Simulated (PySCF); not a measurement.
NbOCl3, SMILES [O]=[Nb]([Cl])([Cl])[Cl], multiplicity 1. Geometry optimised at PBE-D3(BJ)/def2-SVP. The multiplicity is an assumed one; other spin states were not compared. The isomer is the one that the SMILES or the coordinates give; other isomers of the formula were not compared. The def2 effective core potentials stand for the cores of Nb; spin–orbit coupling is left out.

Computed equilibrium geometry at PBE-D3(BJ)/def2-SVP (PySCF confirms it by a frequency run) as bond lengths and angles, and its point group:
point group C3v.
Atoms: Nb1 O2 Cl3 Cl4 Cl5. Bonds (Å): Nb1–O2 1.699, Nb1–Cl3 2.295, Nb1–Cl4 2.295, Nb1–Cl5 2.295. Angles (°): O2–Nb1–Cl3 107.5, O2–Nb1–Cl4 107.5, O2–Nb1–Cl5 107.5, Cl3–Nb1–Cl4 111.4, Cl3–Nb1–Cl5 111.4, Cl4–Nb1–Cl5 111.4.
